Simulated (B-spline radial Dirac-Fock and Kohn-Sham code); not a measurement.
Elastic and transport cross sections of zinc for electrons

The computed values come from an atomic code on a B-spline grid: relativistic (Dirac) partial waves in the static field of the Dirac-Fock atom with Furness-McCarthy exchange, without polarisation or absorption potentials. Below a few hundred eV the neglected polarisation potential matters, most of all at small angles. σ_tr1 and σ_tr2 weight the cross section with 1 − P₁ and 1 − P₂ of cos θ; "backward" is the share scattered beyond 90°.

| energy (eV) | σ (a₀²) | σ_tr1 (a₀²) | σ_tr2 (a₀²) | σ/σ_tr1 | backward (%) |
| --- | --- | --- | --- | --- | --- |
| 50 | 8.31 | 4.42 | 5.24 | 1.88 | 21 |
| 72 | 9.95 | 5.17 | 6.78 | 1.92 | 24 |
| 81.7 | 10.5 | 5.42 | 7.04 | 1.93 | 25 |
| 100 | ? | ? | ? | ? | ? |
| 121 | 11.4 | 5.87 | 6.72 | 1.95 | 28 |
| 135 | 11.5 | 5.87 | 6.37 | 1.96 | 28 |
| 173 | 11.3 | 5.65 | 5.33 | 2.00 | 27 |
| 186 | 11.1 | 5.53 | 5.00 | 2.01 | 27 |
| 200 | 11.0 | 5.39 | 4.67 | 2.04 | 26 |
| 228 | 10.6 | 5.07 | 4.11 | 2.08 | 25 |
| 300 | 9.57 | 4.27 | 3.14 | 2.24 | 21 |
| 323 | 9.27 | 4.04 | 2.94 | 2.30 | 20 |
| 356 | 8.88 | 3.72 | 2.70 | 2.38 | 19 |
| 383 | 8.58 | 3.49 | 2.55 | 2.46 | 18 |
| 384 | 8.57 | 3.49 | 2.54 | 2.46 | 18 |
| 440 | 8.02 | 3.07 | 2.30 | 2.62 | 17 |
| 500 | 7.53 | 2.70 | 2.11 | 2.79 | 15 |
| 656 | 6.54 | 2.00 | 1.77 | 3.26 | 13 |
| 699 | 6.33 | 1.86 | 1.70 | 3.40 | 12 |
| 1000 | 5.24 | 1.20 | 1.32 | 4.36 | 9.2 |
| 1150 | 4.86 | 1.00 | 1.18 | 4.85 | 8.1 |

Q: Fill in the row for 100 eV.

A: σ = 11.1 a₀², σ_tr1 = 5.72 a₀², σ_tr2 = 7.09 a₀², σ/σ_tr1 = 1.94, backward 27 %. The ratio σ/σ_tr1 is roughly the number of elastic collisions that randomise the direction.
